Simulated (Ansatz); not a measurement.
Ansatz (a program for electronic structure) input:
A basis named .json is the Basis Set Exchange file of that set.

Ansatz 0.2 input:
```yaml
crystal:
  periodic: [false, false, false]
  atoms:
    - {symbol: Sb, position_ang: [-0.00310698, 0.00169950, 0.58026443]}
    - {symbol: Cl, position_ang: [-1.79854499, -0.98837681, -0.58702140]}
    - {symbol: Cl, position_ang: [0.04947840, 2.05191779, -0.58603087]}
    - {symbol: Cl, position_ang: [1.75838752, -1.06863949, -0.56774103]}
basis:
  gaussian:
    orbitals: def2-TZVPPD.json
total_charge: -1
magnetization: {spin_polarized: true, initial_magnetization: 1}
correlation: {method: ccsd_t, electrons: outside_noble_gas}
```

**Question.** Predict the final energy.

**Answer.** -1618.70326 Eh (CCSD(T)/def2-TZVPPD). The basis has 209 functions.

This state (charge -1, doublet) is run at the relaxed geometry of the species with charge 0 and multiplicity 1.
